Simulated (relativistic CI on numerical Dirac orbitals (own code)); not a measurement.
## Mn6+ in a cubic cluster: 2p photoemission with charge transfer

Computed with a charge-transfer multiplet model of a cubic metal-ligand cluster with up to 2 ligand holes, Slater and spin-orbit integrals from Dirac-Coulomb-Breit ions, Slater integrals scaled by 0.9. The parameters are those of a tetrahedral site (10Dq negative, t2 hopping the larger). The ground state mixes d1 with configurations of k ligand holes L, whose averages lie at kΔ + k(k − 1)U_dd/2; a core hole lowers each added d electron by U_cd. 20 K, Lorentzian 0.6 eV and Gaussian 0.8 eV FWHM.

Atomic integrals in eV (Slater integrals scaled, ζ unscaled), ground: F2dd 11.938, F4dd 7.546, zeta_d 0.064; with the core hole: F2dd 11.938, F4dd 7.546, zeta_d 0.092, zeta_core 6.783, F2cd 8.752, G1cd 7.048, G3cd 4.019. Where a configuration has fewer than two d electrons, the dd integrals are those of d2.

Cluster parameters (eV): U_dd = 5.9, U_cd = 7.3, 10Dq = -0.5, 10Dq(ligand) = 0, V(eg) = 1.95, V(t2g) = -3.31, final-state hopping factor = 1.

| Case | n_d | d1 | d2L | d3L2 | S |
| --- | --- | --- | --- | --- | --- |
| Δ = -3 eV | 2.15 | 0.15 | 0.55 | 0.30 | 0.50 |
| Δ = -1 eV | 2.04 | 0.20 | 0.55 | 0.24 | 0.50 |
| Δ = 1 eV | 1.92 | 0.27 | 0.54 | 0.19 | 0.50 |

Weights, n_d and S are thermal averages at 20 K. Binding energies count from the first peak over 30 % of the highest in each spectrum, which can be another peak from case to case. The parameters are a model scan and need not match a compound or its usual spin state. Peaks in eV (height, largest 100):
- Δ = -3 eV: 0.0 (100), 4.2 (12), 12.0 (45), 14.9 (9), 19.4 (8)
- Δ = -1 eV: 0.0 (100), 4.3 (12), 7.0 (8), 12.0 (43), 14.9 (9), 18.7 (8)
- Δ = 1 eV: 0.0 (100), 4.4 (12), 7.7 (9), 10.3 (24), 11.9 (43), 14.9 (10), 17.7 (10)

Curve for Δ = -3 eV (points under 2 left out, the grid thinned):

```csv
E (eV),Intensity
-3.5,2.1
-2.9,3.1
-2.3,5.0
-1.7,10.6
-1.0,39.2
-0.4,85.3
0.2,98.5
0.8,83.5
1.4,60.2
2.0,29.1
2.6,14.2
3.3,10.7
3.9,11.7
4.5,11.7
5.1,10.1
5.7,8.8
6.3,8.3
6.9,8.0
7.5,8.3
8.2,9.8
8.8,11.5
9.4,15.5
10.0,17.7
10.6,19.5
11.2,27.2
11.8,42.9
12.5,34.5
13.1,16.5
13.7,9.3
14.3,8.4
14.9,9.2
15.5,8.1
16.1,6.2
16.7,5.2
17.4,4.7
18.0,5.0
18.6,5.9
19.2,7.4
19.8,7.1
20.4,5.7
21.0,4.2
21.7,2.7
30.4,2.5
31.0,3.5
31.6,2.1
```

For the case Δ = -1 eV, Δ = -1 eV is smaller than U_dd = 5.9 eV, the charge-transfer side of the Zaanen-Sawatzky-Allen scheme (negative Δ: between configuration averages a ligand hole costs less than the nominal valence; multiplet and field energies can change this for the lowest states). With the core hole the configuration with one ligand hole lies at Δ − U_cd = -10.3, -8.3, -6.3 eV from the one without, in the order of the table; where this is negative the screened configuration lies lower, though the effective hopping of about 8.2 eV (from the holes of the mixed ground state) mixes the two strongly wherever it is as large as the gap.

With at most 2 ligand holes the space is cut while the next configuration still counts, so covalency is underestimated, and a final configuration with one more ligand hole, which can lie low, is missing from the spectra.
